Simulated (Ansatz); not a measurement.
H3ClSi, singlet, at a GFN2-xTB geometry; Ansatz (a quantum-chemistry and plane-wave program) with CCSD(T)/cc-pVTZ.

Input for Ansatz:
Ansatz 0.2 input:
```yaml
crystal:
  periodic: [false, false, false]
  atoms:
    - {symbol: Si, position_ang: [-0.96163012, -0.05381301, -0.05939116]}
    - {symbol: Cl, position_ang: [1.04156731, 0.05828632, 0.06432816]}
    - {symbol: H, position_ang: [-1.29966100, -1.05690095, -1.06261280]}
    - {symbol: H, position_ang: [-1.46706558, 1.25750394, -0.44911770]}
    - {symbol: H, position_ang: [-1.47709601, -0.43808816, 1.24962811]}
basis:
  gaussian:
    orbitals: cc-pVTZ
magnetization: {spin_polarized: false}
correlation: {method: ccsd_t}
accuracy: high
```

The log (banner, timings and long lists left out):

```
Functional definition: HF
1825 factors; integrals over basis functions are off by at most 3.4e-9 eV
mean field evaluation 1: about -20414.5925 eV, gradient 1.3e1 eV
mean field evaluation 2: about -20414.7448 eV, gradient 1.3e1 eV
mean field evaluation 4: about -20415.5120 eV, gradient 1.6e0 eV
mean field evaluation 8: about -20415.5234 eV, gradient 1.9e-4 eV
mean field evaluation 16: about -20414.5928 eV, gradient 1.3e1 eV
mean field -20415.52343903 eV, -750.2566482457 hartree, gradient 3.6e-8 eV, S^2 0.000000; 0 other end points of the search recorded, 0 dependent functions left out
10 core orbitals not correlated
reference -20415.52343903 eV, -750.2566482457 hartree; 7, 7 occupied and 93, 93 virtual orbitals, 1825 factors
second order -8.68059440 eV of doubles, -0.00000000 eV of singles
cycle   1  -9.41613471 eV  change   -7.4e-1 eV  update   6.0e-2
cycle   2  -9.67998334 eV  change   -2.6e-1 eV  update   1.8e-2
cycle   3  -9.69874667 eV  change   -1.9e-2 eV  update   5.5e-3
cycle   4  -9.69541035 eV  change    3.3e-3 eV  update   1.6e-3
cycle   5  -9.69508058 eV  change    3.3e-4 eV  update   4.5e-4
cycle   6  -9.69506691 eV  change    1.4e-5 eV  update   1.3e-4
cycle   7  -9.69507068 eV  change   -3.8e-6 eV  update   3.1e-5
cycle   8  -9.69508093 eV  change   -1.0e-5 eV  update   9.7e-6
cycle   9  -9.69508077 eV  change    1.6e-7 eV  update   3.1e-6
cycle  10  -9.69507985 eV  change    9.2e-7 eV  update   9.2e-7
cycle  11  -9.69508021 eV  change   -3.6e-7 eV  update   2.9e-7
cycle  12  -9.69508031 eV  change   -1.0e-7 eV  update   8.1e-8
cycle  13  -9.69508034 eV  change   -3.2e-8 eV  update   3.3e-8
cycle  14  -9.69508034 eV  change   7.2e-10 eV  update   2.0e-8
cycle  15  -9.69508030 eV  change    3.9e-8 eV  update   9.3e-8
cycle  16  -9.69508029 eV  change    7.5e-9 eV  update   2.1e-8
cycle  17  -9.69508029 eV  change    2.1e-9 eV  update   4.9e-9
cycle  18  -9.69508029 eV  change   4.7e-10 eV  update   1.4e-9
perturbative correction -0.33320308 eV, -0.0122449872 hartree
Total energy: -20425.55172240 eV, -750.6251808621 hartree
```
